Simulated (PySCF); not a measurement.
C₂H₅FOSi, SMILES C=C[SiH](O)F. The structure is a stationary point at PBE0-D3(BJ)/def2-SVP. The structure was generated by enumeration, and PubChem lists no compound with its InChIKey, so it may never have been made. Other conformers were not sampled.

Question: Give the equilibrium geometry at PBE0-D3(BJ)/def2-SVP (PySCF confirms it by a frequency run) as Cartesian coordinates in Å. (The exact figures need the calculation; the answer reports its results.)

Answer: Several could match; the one computed here: 
```xyz
10

Si     0.2379    -0.1777    -0.5892
O      1.7391     0.5091    -0.6346
F      0.2639    -1.5218     0.3295
C     -1.0245     0.9323     0.1948
C     -1.7067     0.5694     1.2882
H     -0.0581    -0.5778    -1.9827
H      2.0423     0.9410     0.1697
H     -1.2183     1.9210    -0.2421
H     -2.4474     1.2250     1.7599
H     -1.5499    -0.4081     1.7572
```
Charge 0, spin multiplicity 1.
